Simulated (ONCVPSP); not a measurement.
What one change does to a pseudopotential (Rh, ONCV)

rhodium (Rh), optimised norm-conserving Vanderbilt (ONCV), made with ONCVPSP 4.0.1 (revPBE, scalar-relativistic). Core [Ar] 3d10, reference 4s2 4p6 4d7 5s2. Waves: 4s+5s: rc 1.65 bohr, ncon 3, nbas 8, qcut 5.9 1/bohr, 3 projectors, debl 3.2 Ha; 4p: rc 1.50 bohr, ncon 4, nbas 7, qcut 10.7 1/bohr, 2 projectors, debl 3.9 Ha; 4d: rc 1.60 bohr, ncon 3, nbas 7, qcut 8.5 1/bohr, 2 projectors, debl 0.6 Ha. Local part: polynomial inside 1.50 bohr (lpopt 5, dvloc0 0 Ha). Core correction: Teter function, fcfact 4, rcfact 1.3.

Change: d: rc 2.1.

Cutoffs: the cutoffs (Ha) at which the residual kinetic energy of the hardest occupied pseudo-wave falls to 1 and 0.1 mHa per electron; they do not see the model core or the augmentation charge, which bear on the density cutoff. Errors are all-electron minus pseudo energies relative to the spin-unpolarised reference configuration.

Problem. Predict the effect on cutoff, ghosts and configuration errors.

Solution. The potential gets neither clearly harder nor softer (32 Ha and 39 Ha → 32 Ha and 39 Ha); of the 4 tests that both files solve, the error grows in 1 and shrinks in 2 by more than 15 % and 0.3 meV (median size 10.4 → 5.9 meV); neither file shows a bound ghost.

```tsv
quantity	base	changed
cutoff, loose	32 Ha	32 Ha
cutoff, tight	39 Ha	39 Ha
loose cutoff by channel	s 12 Ha, p 32 Ha, d 26 Ha	s 12 Ha, p 32 Ha, d 22 Ha
bound ghosts	none	none
GHOST(+) flags under 300 eV	none	none
error for 4s2 4p6 4d8 5s1, meV [ΔE -2.52 eV]	-4.1	+0.5
error for 4s2 4p6 4d8 5s0, meV [ΔE 4.81 eV]	-10	-1.9
error for 4s2 4p6 4d7 5s0, meV [ΔE 24.23 eV]	-11	-10
error for 4s2 4p5 4d8 5s1, meV [ΔE 54.05 eV]	-73	-106
s: phases at 1.67 bohr within 0.05 rad from the reference energy up to (Ha; the scan ends near 5)	to the end of the scan	to the end of the scan
p: phases at 1.52 bohr within 0.05 rad from the reference energy up to (Ha; the scan ends near 5)	to the end of the scan	to the end of the scan
rms error of d²Exc/dni dnj with the model core, mHa	1.53	1.53
```
